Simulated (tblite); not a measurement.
Species: C3H5FO3S.
SMILES with atom numbers: `[CH2:1]=[CH:2][C@@H:3]([F:4])[S:5](=[O:6])(=[O:7])[OH:8]` (hydrogens: H9, H10 on C1; H11 on C2; H12 on C3; H13 on O8)

Computed with GFN2-xTB (tblite), gas phase: nudged elastic band of 9 images (0 to 8), spring 0.2 eV/Å², climbing image at the end, force threshold 0.05 eV/Å. The top image wasn't refined or checked by frequencies; at this threshold it can lie a kcal/mol or more above the true saddle point of the method.

Path: rotation about C3–S5 (sp3 C–F carbon, sulfonyl sulfur), followed by the dihedral C2–C3–S5–O8, from -175° to -56°. Start geometry (image 0):
```
atom  x, y, z in Å
C1     -2.147   -0.316    0.281
C2     -1.225    0.144   -0.546
C3      0.120   -0.451   -0.650
F4      0.763   -0.153   -1.814
S5      1.149    0.359    0.652
O6      0.722   -0.122    1.919
O7      1.217    1.762    0.407
O8      2.585   -0.277    0.332
H9     -3.100    0.171    0.387
H10    -1.977   -1.189    0.888
H11    -1.376    1.031   -1.144
H12     0.179   -1.526   -0.476
H13     3.086    0.295   -0.255
```

The first guess turns that dihedral rigidly in even steps and adds one set of random displacements (0.04 Å standard deviation a coordinate) to every inner image. Energies of the images above image 0 (eV) in the early part of the optimisation:

```
iteration      1      2      3      4      5      6      7      8
        0  1.371  1.259  1.171  1.114  1.099  1.148  1.275  0.070
       10  0.045  0.080  0.120  0.148  0.152  0.138  0.119  0.070
       20  0.037  0.071  0.111  0.139  0.144  0.130  0.112  0.070
       30  0.018  0.052  0.092  0.120  0.126  0.114  0.096  0.070
```

Q: Where does the band end, and how far was the first guess from it?

A: Final energies, images 1 to 8: 0.011, 0.046, 0.086, 0.113, 0.118, 0.103, 0.084, 0.070 eV. The highest point drops from 1.37 eV (image 1) to 0.118 eV (image 5), by 1.25 eV. Image 5 moved by 0.05 Å rms, its dihedral from -98° to -101°. The end images are fixed. The true force on the top image ends at 0.043 eV/Å, and the largest on any image at 0.05 eV/Å; away from the top, the method drives only the force across the path to zero. The last saved iteration is 50.

What follows is the cost of the whole band run. Rough CPU time on one thread of a shared machine: about 8 s.
